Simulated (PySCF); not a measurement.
Two species compared at the same levels of theory.

First species: C6H12N2.
Geometry (GFN2-xTB, Å), atoms numbered from 1 in this order:
```
atom  x, y, z in Å
C1    -2.402    0.805    0.626
C2    -1.745    0.843   -0.757
N3    -0.441    0.234   -0.815
C4    -0.293   -1.222   -0.669
C5     1.122   -1.375   -0.097
C6     1.459    0.073    0.215
C7     2.730    0.487    0.857
N8     0.557    0.884   -0.170
H9    -1.743    1.270    1.355
H10   -2.604   -0.218    0.939
H11   -3.343    1.348    0.603
H12   -1.612    1.884   -1.061
H13   -2.378    0.340   -1.493
H14   -0.411   -1.692   -1.648
H15   -1.052   -1.630    0.009
H16    1.167   -2.002    0.795
H17    1.821   -1.777   -0.832
H18    2.754    1.567    0.967
H19    3.579    0.170    0.250
H20    2.828    0.022    1.838
```

Second species: C8H11N3.
Bonds: C1–C2 (double), C2–N3, N3–N4 (aromatic), N4–C5 (aromatic), C5–C6, C5–C7 (aromatic), C7–C8, C8–C9, C9–C10, C7–N11 (aromatic), N3–N11 (aromatic), C8–C10. Hydrogens: H12, H13 on C1; H14 on C2; H15, H16, H17 on C6; H18 on C8; H19, H20 on C9; H21, H22 on C10.

Levels: PBE0/pcSseg-1 for HOMO energy, LUMO energy and HOMO–LUMO gap. Geometries: GFN2-xTB. Each species is one conformer at its optimised geometry, gas phase, non-relativistic unless stated; the electronic structure was computed with PySCF and density fitting.

The conformers computed, where there is a choice (atom-mapped SMILES and torsion angles):
- `[CH2:1]=[CH:2][n:3]1[n:4][c:5]([CH3:6])[c:7]([CH:8]2[CH2:9][CH2:10]2)[n:11]1`: C1–C2–N3–N4 178°, C5–C7–C8–C9 -145°

The conformers of `CCN1CCC(C)=N1` aren't listed.

Values for the first species:

```
HOMO energy   : -5.40 eV
LUMO energy   : 0.68 eV
HOMO–LUMO gap : 6.08 eV
```

(1) Estimate the same properties for the second species, and the change in each.

Answers

(1) 
```
     property     first    second  second less first
  HOMO energy  -5.40 eV  -6.44 eV           -1.04 eV
  LUMO energy   0.68 eV  -0.89 eV           -1.57 eV
HOMO–LUMO gap   6.08 eV   5.55 eV           -0.53 eV
```

